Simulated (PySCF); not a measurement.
PBE beside CCSD(T) along the second period: bonds to Sb

PBE and CCSD(T) in PySCF with x2c-SVPall on every atom, spin-free X2C, for the lowest determinant that a PBE0 search found; no spin–orbit coupling.

| molecule | state (unpaired electrons) | PBE Re (Å) | PBE ωe (cm⁻¹) | PBE De (eV) | CCSD(T) Re (Å) | CCSD(T) ωe (cm⁻¹) | CCSD(T) De (eV) |
| --- | --- | --- | --- | --- | --- | --- | --- |
| LiSb | triplet (π ↑↑) | 2.626 | 387 | 1.61 | 2.668 | 377 | 1.12 |
| BeSb | quartet (σ ↑, π ↑↑) | 2.417 | 448 | 1.32 | 2.481 | 387 | 0.35 |
| BSb | triplet (σ ↑, π ↑) | 2.072 | 679 | 2.91 | ? | ? | ? |
| SbF | triplet (π ↑↑) | 1.964 | 600 | 4.34 | 1.953 | 618 | 3.32 |

**Question.** Estimate the CCSD(T) values of BSb by adding the mean shift from PBE to CCSD(T) of the other rows, and compare with the calculation.

**Answer.** The mean shifts are +3.2 pm, -18 cm⁻¹ and -0.83 eV, which give 2.104 Å, 661 cm⁻¹ and 2.08 eV. CCSD(T)/x2c-SVPall gives Re = 2.079 Å, ωe = 670 cm⁻¹, De = 1.92 eV.

**Question.** What are the mean differences of PBE from CCSD(T) over the whole series?

**Answer.** Re -2.6 pm, ωe +16 cm⁻¹, De +0.87 eV.

In a basis of this size CCSD(T) is itself not converged; it tends to give bonds that are too long and too weak.

Correlated steps freeze the inner cores (18 to 19 orbitals); shallow outer-core shells are correlated. UHF and ROHF references stand side by side, which adds small steps between rows. Weak bonds: BeSb. Basis-set superposition, not corrected here, can be much of De in a small basis, most of all at correlated wavefunction levels. Functionals without a dispersion term scatter widely for such bonds, and LDA overbinds them. These are scalar-relativistic numbers at best; spin–orbit coupling would shift them, the dissociation energy most. States were picked by a PBE0 search and need not be the measured ground states.
